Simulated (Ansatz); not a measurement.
CH7FSiSn (`C[SiH2][SnH2][F]`), relaxed with RKS PBE0-D4/def2-TZVP in the Gaussian-basis code of Ansatz from a PBE-D4/def2-SVP geometry. The force threshold is 0.005 eV/Å; the program also tests the step.

Charge 0, multiplicity 1. Sn takes the def2 core potential.

Start:

```xyz
11

C     1.524    0.451    0.681
Si    0.370   -0.986    0.257
Sn   -1.660    0.111   -0.911
F    -1.644    1.853    0.034
H     0.927    1.271    1.130
H     2.315    0.140    1.392
H     2.007    0.844   -0.236
H    -0.125   -1.686    1.495
H     1.018   -2.012   -0.635
H    -1.484    0.538   -2.584
H    -3.249   -0.523   -0.623
```

(1) How much energy does the relaxation release, and in how many steps? (Best estimate.)

(2) Which bonds change most? (An estimate is asked.)

(3) Give the relaxed structure. (An estimate is asked.)

Answers

(1) Computed: 5.77 kJ/mol, in 15 steps.

(2) Ansatz gave: Sn3–F4 from 1.982 to 1.940 Å; Sn3–H11 from 1.734 to 1.709 Å; Sn3–H10 from 1.735 to 1.711 Å; Si2–Sn3 from 2.587 to 2.567 Å.

(3) The calculation gave: 
```xyz
11

C     1.597    0.427    0.658
Si    0.330   -0.906    0.314
Sn   -1.672    0.125   -0.918
F    -1.957    1.780    0.052
H     1.141    1.246    1.219
H     2.428    0.025    1.243
H     1.997    0.834   -0.273
H    -0.176   -1.516    1.573
H     0.891   -1.995   -0.534
H    -1.398    0.653   -2.522
H    -3.179   -0.673   -0.813
```
